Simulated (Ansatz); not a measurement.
Calculated with Ansatz (gas phase, PBE0-D4/def2-TZVP geometries, no zero-point term in ΔE). CBS: MP2 limit from def2 TZ/QZ plus the TZ coupled-cluster correction, frozen cores. Functionals use def2-TZVPP. B3LYP here is the variant with VWN-RPA as its local correlation; programs differ in this. One conformer a species, not always the lowest.

Reaction (redistribution): `[SiH3][O][AlH][SiH3]` + `BB(F)OC` → `[BH2][Al]([SiH3])[O][SiH3]` + `COBF`

| level | ΔE (kcal/mol) | difference from CCSD(T)/CBS |
| --- | --- | --- |
| PBE-D4 | -0.1 | 0.2 |
| r2SCAN-D4 | 0.4 | 0.7 |
| PBE0-D4 | -0.2 | 0.1 |
| B3LYP-D4 | 0.2 | 0.5 |
| ωB97X-V | 0.6 | 0.9 |
| ωB97M-V | 0.5 | 0.8 |
| B2PLYP | 0.0 | 0.3 |
| PBE | -0.3 | 0.0 |
| r2SCAN | 0.4 | 0.7 |
| PBE0 | -0.3 | 0.0 |
| B3LYP | -0.1 | 0.2 |
| HF/def2-TZVPP | -0.2 | 0.1 |
| MP2/def2-TZVPP | 0.0 | 0.3 |
| SCS-MP2/def2-TZVPP | -0.1 | 0.2 |
| CCSD/def2-TZVPP | -0.4 | -0.1 |
| CCSD(T)/def2-TZVPP | -0.3 | 0.0 |
| HF/def2-QZVPP | -0.2 | 0.1 |
| MP2/def2-QZVPP | 0.0 | 0.3 |
| SCS-MP2/def2-QZVPP | -0.1 | 0.2 |
| HF/CBS(def2) | -0.2 | 0.1 |
| MP2/CBS(def2) | 0.0 | 0.3 |
| CCSD/CBS(def2) | -0.3 | 0.0 |
| CCSD(T)/CBS | -0.3 | 0 |

Largest T1 diagnostic among the species: 0.013.
